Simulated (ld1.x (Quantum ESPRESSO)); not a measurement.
## Zn: excitation energies, all-electron against TM

- Element: Zn
- Generator: ld1.x (Quantum ESPRESSO) 7.5
- Type: norm-conserving Troullier–Martins (Kleinman–Bylander form)
- Functional: PBE
- Relativity: fully relativistic
- Frozen core: [Ar]
- Valence charge: 12
- Reference configuration: 3d10 4s1.5 4p0.5
- Partial waves: 4s (bound): rc 2.00 bohr; 4p (bound): rc 2.65 bohr; 3d (bound): rc 1.35 bohr
- Local potential: the d channel
- Core correction: none

Open shells are filled in proportion to 2j + 1 (rel_dist='average').

Energies are relative to the spin-unpolarised reference configuration 3d10 4s1.5 4p0.5; without spin polarisation the order of configurations can differ from experiment. The d channel is local and has no spin–orbit splitting in the pseudo-atom.

| valence configuration | charge | ΔE all-electron (eV) | error AE − PS (meV) |
| --- | --- | --- | --- |
| 3d10 4s2 4p0 | 0 | -2.486 | +0.7 |
| 3d10 4s1 4p0 | +1 | 7.402 | +2.5 |
| 3d10 4s0 4p0 | +2 | 25.845 | +39 |
| 3d10 4s0 4p1 | +1 | 13.725 | +14 |
| 3d8 4s0 4p0 | +4 | 128.192 | -460 |

Q: What are ΔE and the potential's error for 3d10 4s0 4p2?

A: ΔE = 8.070 eV all-electron; the error (AE − PS) is +8.7 meV.

Q: What are ΔE and the potential's error for 3d9 4s2 4p1?

A: ΔE = 9.757 eV all-electron; the error (AE − PS) is -191 meV.

Levels in the configuration 3d10 4s0 4p0:

```csv
level,all-electron (eV),pseudo (eV)
3d j=3/2,-31.072,-30.701
3d j=5/2,-30.709,-30.701
```

Note: ghost states, extra bound levels that the all-electron valence spectrum of the same l lacks: s at -272.6 eV, p3/2 at -98.1 eV, p1/2 at -92.8 eV. A true bound ghost makes a file unfit for plane-wave use.
